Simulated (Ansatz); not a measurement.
PPPSb tetrahedron (SbP₃). Charge 0, multiplicity 1. Geometry PBE0-D4/def2-SVP; atoms count from 1.

Cartesian coordinates in Å:
```
P -0.7701 -0.8521 0.7840
P 0.3496 1.0603 0.8291
P 1.1829 -0.6867 -0.2515
Sb -0.7624 0.4785 -1.3615
```

In the def2 sets Sb takes a core potential; there is no spin–orbit coupling.

Q: Estimate the Mulliken populations from the PBE0/def2-TZVP orbitals of Ansatz.

A: 
```tsv
atom	charge (e)
P1	-0.09
P2	-0.09
P3	-0.09
Sb4	0.28
```
Mulliken values depend strongly on the basis.

Q: And the Mayer bond orders between heavy atoms (over 0.3)?

A: P1–P2 1.08 (2.22 Å); P1–P3 1.08 (2.22 Å); P1–Sb4 1.01 (2.52 Å); P2–P3 1.08 (2.22 Å); P2–Sb4 1.01 (2.52 Å); P3–Sb4 1.01 (2.52 Å).
